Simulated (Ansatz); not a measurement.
A nudged elastic band was laid between two geometries of F2GeH2O + H4Si (11 atoms, charge 0, multiplicity 1).

Method: Ansatz, RKS B3LYP-D4/def2-SVP.

```yaml
movable_images: 5
climbing_image: yes
spring: 5.0 eV/Å²
optimiser: quadratic models (default)
start_path: through a guess of the saddle point
force_threshold: 0.05 eV/Å
iteration_limit: 60
end_points: relaxed
```

Initial state:

```xyz
11
Properties=species:S:1:pos:R:3
Ge -0.370 0.520 -0.105
O -0.783 0.686 1.587
H -0.251 0.120 2.168
F 1.284 0.970 -0.357
H -1.312 1.319 -0.992
F -0.386 -1.166 -0.532
Si 1.575 -2.672 1.362
H 0.572 -3.661 0.888
H 2.321 -2.068 0.228
H 2.527 -3.331 2.300
H 0.879 -1.586 2.119
```

Final state:

```xyz
11
Properties=species:S:1:pos:R:3
Ge 0.543 -0.099 -0.197
O -0.501 -0.560 2.368
H -1.260 -0.747 1.792
F 0.867 -0.002 -1.915
H 0.694 1.339 0.326
F -1.189 -0.455 -0.194
Si 1.687 -1.985 0.718
H 0.681 -3.060 0.940
H 2.726 -2.466 -0.237
H 2.330 -1.597 2.003
H -0.522 -1.235 3.059
```

(1) What changes between the two ends?

(2) Give the energies along the band, and the barrier.

(3) What is the geometry of the highest image?

The band took 26 iterations and of the order of 16 core-minutes.

Results:

(1) Bonds broken: Ge1–O2, Si7–H11. Bonds formed: Ge1–Si7, O2–H11. F2GeH2O + H4Si becomes F2GeH4Si + H2O.

(2) It converged. The highest image is number 2 of 0 to 6, 2.53 eV above the first end and 2.41 eV above the last; the last end lies 0.12 eV above the first. Neighbouring images differ by up to 2.3 eV, so the band resolves the path poorly. A vibrational analysis at the climbing image gives one clearly imaginary mode, 1426i cm⁻¹, and a faint second one (26i cm⁻¹) that may be numerical noise or a soft torsion: probably a first-order saddle point. The orbitals stay closed-shell, which can raise the energy where a bond breaks towards radicals; this wasn't checked here.

| image | path coordinate (Å) | energy (eV) | Ge1–O2 (Å) | Si7–H11 (Å) | Ge1–Si7 (Å) |
| --- | --- | --- | --- | --- | --- |
| 0 | 0.00 | 0.00 | 1.75 | 1.50 | 4.01 |
| 1 | 1.39 | 0.24 | 1.76 | 1.49 | 3.56 |
| 2 | 2.78 | 2.53 | 1.97 | 1.88 | 2.82 |
| 3 | 4.58 | 0.48 | 2.64 | 2.79 | 2.40 |
| 4 | 6.39 | 0.31 | 3.15 | 3.32 | 2.39 |
| 5 | 8.19 | 0.25 | 2.91 | 3.34 | 2.39 |
| 6 | 10.00 | 0.12 | 2.81 | 3.31 | 2.39 |

(3) 
```xyz
11
Properties=species:S:1:pos:R:3:forces:R:3
Ge 0.064 -0.045 0.052 0.01 0.00 0.00
O -0.166 0.131 2.000 -0.01 -0.02 0.00
H -1.065 0.161 2.381 0.00 0.01 0.01
F 1.612 0.615 -0.384 0.01 0.01 0.00
H -0.960 1.025 -0.349 0.00 0.00 0.00
F -0.468 -1.365 -0.983 -0.01 -0.01 -0.01
Si 1.433 -2.295 1.052 0.00 0.00 0.00
H 0.573 -3.515 1.095 0.00 0.00 0.00
H 2.218 -2.295 -0.214 0.00 0.00 0.00
H 2.410 -2.357 2.186 0.00 0.00 0.00
H 0.404 -0.928 1.830 0.00 0.01 0.00
```

Time of the run: 4.3 min on 4 threads of Arm Neoverse V2, on a shared host, peak memory 0.31 GiB.
